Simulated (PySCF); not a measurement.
Species: C4H11PSi.
Z-matrix (Å and degrees, GFN2-xTB geometry), rows numbered from 1:
```
C 
C   1  1.5257
P   2  1.8594  1  116.03
C   3  1.8592  2  100.93  1   -59.94
C   4  1.5258  3  116.12  2    59.99
Si  1  1.9007  2  112.22  3    61.47
H   1  1.0926  2  108.88  3   -60.28
H   1  1.0923  2  108.71  3  -175.87
H   2  1.0951  1  110.74  3  -121.67
H   2  1.0960  1  110.27  3   120.42
H   3  1.4037  2   95.34  1    36.69
H   4  1.0961  3  105.90  2  -177.15
H   4  1.0952  3  106.52  2   -63.77
H   5  1.0921  4  108.63  3   175.92
H   5  1.0925  4  108.98  3    60.42
H   6  1.4658  1  110.30  2  -170.23
H   6  1.4690  1  109.68  2    67.10
```

NICS is the negative of the GIAO shielding at a point without a nucleus: at the ring centre (0) and 1 Å above and below it (1); zz is the component along the ring normal. Level: GIAO PBE0/pcSseg-1 (PySCF, non-relativistic, gas phase) on the GFN2-xTB geometry, one conformer.

Ring bond lengths (Å), with Mayer bond orders in brackets: C1–C2 1.526 (1.02), C2–P3 1.859 (0.98), P3–C4 1.859 (0.98), C4–C5 1.526 (1.02), C5–Si6 1.901 (0.91), Si6–C1 1.901 (0.91).

Question: Give the NICS values of each ring in ppm.

Answer: 
| ring | type | NICS(0) | NICS(1), two faces | NICS(1)zz, two faces | rms pucker (Å) | centre to ring atoms, mean (Å) |
| --- | --- | --- | --- | --- | --- | --- |
| C1–C2–P3–C4–C5–Si6 | 6-membered ring with P and Si; formal bonds all single | -0.9 | -1.6 / -1.3 | 4.6 / 5.8 | 0.27 | 1.69 |

Question: What do they say, and how far can they be read as aromaticity?

Answer: 
- C1–C2–P3–C4–C5–Si6: mean NICS(1)zz 5.2 ppm, deshielded. C1, C2, C4, C5, Si6 have four or more neighbours, so the value isn't read as a sign of a π ring current.

Question: At the first NICS(1) probe listed for ring C1–C2–P3–C4–C5–Si6, 1 Å off the ring, what do the in-plane components average?

Answer: The isotropic value is a third of the trace: (3 × -1.6 − (4.6))/2 = -4.7 ppm.
